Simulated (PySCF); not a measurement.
C2H5FO2Si, SMILES C[Si@H](F)C(=O)O.

Geometry optimised at PBE-D3(BJ)/def2-SVP. The structure was generated by enumeration; whether it is a known compound was not checked. Other conformers were not sampled.

The numbers are results of PySCF with TDA-PBE0/def2-SVPD, not measurements.

Vertical excitations. Isolated molecule, no solvent.

```
state  energy (eV)  λ (nm)      f                                                                 main pairs
-----  -----------  ------  -----  -------------------------------------------------------------------------
S1            5.03     246  0.006                                                             HOMO→LUMO 96 %
S2            7.03     176  0.031                                         HOMO→LUMO+1 72 %, HOMO−1→LUMO 18 %
S3            7.39     168  0.047                                         HOMO−1→LUMO 62 %, HOMO−2→LUMO 27 %
S4            7.52     165  0.122                                                           HOMO→LUMO+2 95 %
S5            7.73     160  0.010                                                           HOMO−3→LUMO 89 %
S6            7.97     156  0.014                                                           HOMO→LUMO+3 79 %
S7            8.35     149  0.056    HOMO−1→LUMO+1 41 %, HOMO→LUMO+4 22 %, HOMO−2→LUMO 13 %, HOMO→LUMO+3 6 %
S8            8.37     148  0.031  HOMO−1→LUMO+1 38 %, HOMO→LUMO+4 28 %, HOMO−1→LUMO+2 10 %, HOMO−2→LUMO 7 %
S9            8.48     146  0.120                                         HOMO→LUMO+4 44 %, HOMO−2→LUMO 23 %
S10           8.59     144  0.031                                     HOMO−2→LUMO+1 58 %, HOMO−1→LUMO+2 23 %
T1            4.27     290      0                                                             HOMO→LUMO 97 %
T2            5.50     226      0                                         HOMO−2→LUMO 53 %, HOMO−1→LUMO 40 %
T3            6.75     184      0                                                           HOMO→LUMO+1 87 %
T4            6.93     179      0                                         HOMO−1→LUMO 52 %, HOMO−2→LUMO 40 %
```
Triplets are in the Tamm–Dancoff approximation.
